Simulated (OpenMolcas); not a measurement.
Au5+ (d6) among equal point charges was computed by CASSCF with the d shell active (OpenMolcas, ANO-RCC-VDZP on the metal). Its lowest spin-free states, and all those of the highest spin:

```json
{"2S+1": "5", "Degeneracy": "2", "E (cm-1)": "0.0"}
{"2S+1": "5", "Degeneracy": "3", "E (cm-1)": "1967"}
{"2S+1": "3", "Degeneracy": "3", "E (cm-1)": "20324"}
{"2S+1": "3", "Degeneracy": "2", "E (cm-1)": "21052"}
{"2S+1": "3", "Degeneracy": "3", "E (cm-1)": "22080"}
{"2S+1": "3", "Degeneracy": "3", "E (cm-1)": "22362"}
{"2S+1": "3", "Degeneracy": "3", "E (cm-1)": "24010"}
{"2S+1": "3", "Degeneracy": "1", "E (cm-1)": "24253"}
{"2S+1": "3", "Degeneracy": "3", "E (cm-1)": "24994"}
{"2S+1": "3", "Degeneracy": "1", "E (cm-1)": "25804"}
{"2S+1": "3", "Degeneracy": "3", "E (cm-1)": "26437"}
{"2S+1": "3", "Degeneracy": "2", "E (cm-1)": "26709"}
```

**Question.** Is the site octahedral, tetrahedral or cube-like, axial, or of lower symmetry?

**Answer.** The states with 2S+1 = 5 have orbital degeneracies 2, 3. Threefold states need a cubic site. For d6 at this spin an octahedron puts the threefold T2 below the twofold E and a tetrahedron or cube puts the twofold E below the threefold T2, so the site is a tetrahedron or a cube, which this pattern cannot tell apart. The first gap at this spin, 1970 cm-1, is |10Dq| in ligand-field theory. The run had Au5+ among 4 point charges of -1 e arranged as a tetrahedron (Td), 1.87 Å from the ion.

Spin-orbit coupling mixes the spin-free states strongly: the lowest level takes only 52 % from its leading state, 5E. An orbital doublet at a regular site is open to a Jahn-Teller distortion, which this geometry leaves out. Without dynamic correlation the repulsion within the d shell is too large (B by tens of per cent), so at a given field states of lower spin stand too high. Point charges give a weaker field than real ligands, and real ions of this kind are as a rule low spin; the high spin found here belongs to the model. The ground term spreads over less than 5000 cm-1, several times less than with real ligands, so orbital moments are less quenched and χT lies further from the spin-only value than at real sites. This is an electrostatic model: the charges have no orbitals. No measured value stands beside these numbers.
